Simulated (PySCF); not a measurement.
Lithium bromide, LiBr.
Numbering: `[Li:1][Br:2]`

Computed with PySCF at B3LYP/def2-SVPD, non-relativistic, on one gas-phase PBE0-D3(BJ)/def2-SVP geometry that isn't relaxed in the solvent. The solvent is an IEF-PCM continuum (cavity from Bondi-type radii × 1.2), and excitations are vertical TDDFT with non-equilibrium linear response and a frozen core. Only the electrostatic response of the medium enters. Spin–orbit coupling is left out although an atom past zinc is present.

Gas-phase singlets (H = HOMO, L = LUMO):

```json
{"state": "S1", "E (eV)": "4.000", "λ (nm)": "310", "f": "0.024", "leading configurations": "H→L 86%, H-1→L 14%"}
{"state": "S2", "E (eV)": "4.002", "λ (nm)": "310", "f": "0.024", "leading configurations": "H-1→L 86%, H→L 14%"}
{"state": "S3", "E (eV)": "4.761", "λ (nm)": "260", "f": "0.028", "leading configurations": "H-2→L 99%"}
{"state": "S4", "E (eV)": "5.575", "λ (nm)": "222", "f": "0.000", "leading configurations": "H-1→L+1 41%, H→L+2 41%"}
{"state": "S5", "E (eV)": "5.577", "λ (nm)": "222", "f": "0.000", "leading configurations": "H→L+1 41%, H-1→L+2 41%"}
```

Q: Give the list for benzene (ε = 2.271), n² = 2.25.

A: 
```json
{"state": "S1", "E (eV)": "4.927", "λ (nm)": "252", "f": "0.053", "leading configurations": "H→L 89%, H-1→L 10%", "change by rank (eV)": "+0.927"}
{"state": "S2", "E (eV)": "4.929", "λ (nm)": "252", "f": "0.053", "leading configurations": "H-1→L 89%, H→L 10%", "change by rank (eV)": "+0.927"}
{"state": "S3", "E (eV)": "5.614", "λ (nm)": "221", "f": "0.053", "leading configurations": "H-2→L 99%", "change by rank (eV)": "+0.853"}
{"state": "S4", "E (eV)": "6.273", "λ (nm)": "198", "f": "0.000", "leading configurations": "H→L+1 28%, H-1→L+2 27%", "change by rank (eV)": "+0.698"}
{"state": "S5", "E (eV)": "6.274", "λ (nm)": "198", "f": "0.000", "leading configurations": "H-1→L+1 28%, H→L+2 28%", "change by rank (eV)": "+0.697"}
```

Q: How does the list change in dimethylsulfoxide (ε = 46.83)?

A: 
```csv
state,E (eV),λ (nm),f,leading configurations,change by rank (eV)
S1,5.786,214,0.108,"H→L 87%, H-1→L 12%",+1.786
S2,5.790,214,0.108,"H-1→L 87%, H→L 12%",+1.788
S3,6.397,194,0.091,H-2→L 99%,+1.636
S4,6.917,179,0.055,"H→L+1 79%, H-1→L+1 20%",+1.342
S5,6.920,179,0.056,"H-1→L+1 79%, H→L+1 20%",+1.343
```

Q: How do the frontier levels move from gas to dimethylsulfoxide?

A: 
```tsv
orbital	gas (eV)	solvent (eV)	change (eV)	Löwdin shares, gas	Löwdin shares, solvent
LUMO+2	-0.08	0.64	+0.72	Li1 89 %, Br2 11 %	Li1 83 %, Br2 17 %
LUMO+1	-0.08	0.48	+0.56	Li1 89 %, Br2 11 %	Li1 66 %, Br2 34 %
LUMO	-1.71	-0.61	+1.10	Li1 88 %, Br2 12 %	Li1 87 %, Br2 13 %
HOMO	-6.59	-7.31	-0.72	Br2 95 %, Li1 5 %	Br2 96 %
HOMO-1	-6.59	-7.32	-0.73	Br2 95 %, Li1 5 %	Br2 96 %
HOMO-2	-7.32	-7.93	-0.61	Br2 91 %, Li1 9 %	Br2 92 %, Li1 8 %
HOMO-3	-18.70	-19.37	-0.67	Br2 91 %, Li1 9 %	Br2 91 %, Li1 9 %
```

The HOMO–LUMO gap goes from 4.88 to 6.71 eV. Rows go by rank; for LUMO+1 and LUMO+2 the atom shares or the degeneracy differ between the runs, so the row needn't follow one orbital. Shares within a degenerate set are those of one arbitrary member.

The run took 1.1 s on one thread, Intel Xeon Platinum 8488C (x86_64), no GPU, shared host, and the process peaked at 0.29 GiB of memory. This is the whole response run at B3LYP/def2-SVPD in dimethylsulfoxide, SCF included.
